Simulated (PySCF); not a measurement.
C4H12W, SMILES [CH3][W]([CH3])([CH3])[CH3], multiplicity 1.

The structure is a stationary point at PBE0-D3(BJ)/def2-SVP. The multiplicity is an assumed one; other spin states were not compared. The def2 effective core potentials stand for the cores of W; spin–orbit coupling is left out.

Two levels are set side by side: PBE/def2-TZVP (PySCF) and ωB97X/def2-TZVP (PySCF). Same geometry, gas phase. Differences are taken from unrounded values.

```
quantity                     ωB97X    PBE  PBE minus ωB97X
---------------------------  -----  -----  ---------------
orbital gap (eV)              7.16   0.07            -7.10
highest occupied level (eV)  -6.49  -2.87             3.62
lowest empty level (eV)       0.67  -2.80            -3.47
mean polarisability (bohr³)   97.8  105.4              7.6
```

Without exact exchange PBE keeps part of each electron's self-repulsion, which lifts occupied levels and narrows the gap. PBE's more diffuse valence density responds more strongly to a field. Differences between two approximate levels are no errors against the true value.

Rough cost on one machine, each run with all the roots and properties that it gave: ωB97X against PBE within a factor of 2.
